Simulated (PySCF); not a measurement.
Computed IR spectrum (relative IR intensity) of a molecule C2H6ClFSi2. Geometry: B3LYP-D3(BJ)/def2-SVP. The values are those of a single conformer. Level of theory: B3LYP-D3(BJ)/def2-SVP run with PySCF. Frequencies are harmonic and unscaled.

| ν (cm⁻¹) | relative intensity |
|---|---|
| 145 | 2.0 |
| 308 | 2.4 |
| 369 | 6.4 |
| 394 | 7.2 |
| 423 | 5.9 |
| 480 | 6.1 |
| 513 | 34 |
| 563 | 2.9 |
| 621 | 23 |
| 656 | 42 |
| 683 | 22 |
| 728 | 48 |
| 774 | 100 |
| 844 | 6.5 |
| 937 | 74 |
| 982 | 13 |
| 1055 | 7.5 |
| 1079 | 36 |
| 1155 | 36 |
| 1244 | 3.1 |
| 1350 | 7.6 |
| 1431 | 4.2 |
| 2218 | 69 |
| 2230 | 88 |
| 2244 | 54 |
| 2987 | 16 |
| 3046 | 3.5 |
| 3113 | 5.0 |

Q: Identify the compound among the candidates.
(A) F[C@H]1C[SiH2][Si@H]1Cl
(B) F/C(=C/[SiH3])[SiH2]Cl
(C) F[SiH2][SiH2]/C=C/Cl
(D) F[SiH2]/C(Cl)=C/[SiH3]

A: A, F[C@H]1C[SiH2][Si@H]1Cl
